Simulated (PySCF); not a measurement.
Input of a run (PBE0-D3(BJ)/def2-SVP geometry optimisation, gas phase, def2 core potentials past Kr (PySCF 2.14.0)), started from GFN2-xTB:
```
{"job": {"xc": "PBE0", "basis": "def2-SVP", "d3": "d3bj", "grid": 1, "maxiter": 40, "kind": "geom"}, "charge": -1, "multiplicity": 2}
W      0.000200    -0.000940     0.225440
O      0.001430    -0.006040     1.908030
Cl     2.210770     0.013200    -0.539000
Cl    -0.011890     2.218040    -0.522510
Cl    -2.211950    -0.010360    -0.535440
Cl     0.011450    -2.213900    -0.536530
```

Output (energies in Eh, forces in Eh/bohr):
```
step   0  E = -1982.15783902  max force = 0.010338
step   1  E = -1982.16011092  max force = 0.009643
step   2  E = -1982.16061518  max force = 0.006932
step   3  E = -1982.16076619  max force = 0.000815
step   4  E = -1982.16078830  max force = 0.000454
step   5  E = -1982.16078977  max force = 0.000067
optimisation converged
```

Summarise the run.

The energy falls by 7.7 kJ/mol over 6 energy and gradient evaluations, the largest force component goes from 0.0103 to 6.7e-05 Eh/bohr, and the atoms move by 0.070 Å rms after alignment. Among the bonds, W1–Cl3, W1–Cl5 and W1–Cl6 change most and about equally (+0.028 to +0.029 Å). Bonds longer at the end by more than 0.005 Å: 4 of 5; shorter: 0. Among the angles that change most is Cl3–W1–Cl5, from 141.9° to 147.7°. The energy never rose by more than 1e-6 Eh on the way. The first step brought 77 % of the lowering.

What are the final bond lengths?

W1–O2 1.681 Å, W1–Cl3 2.368 Å, W1–Cl4 2.369 Å, W1–Cl5 2.368 Å, W1–Cl6 2.369 Å. Numbering counts from 1 in the input's order; the species is `[O]=[W-]([Cl])([Cl])([Cl])[Cl]` ([WOCl4]-) [radical].

The run used 118 basis functions and 51 SCF cycles in all.

Not checked by PBE0-D3(BJ)/def2-SVP frequencies. ⟨S²⟩ = 0.756 (exact for a doublet: 0.75).

For an open-shell metal species like this, the optimisation's SCF solution wasn't tested for stability and no frequencies at its level were run, so a lower state or another shape may exist.
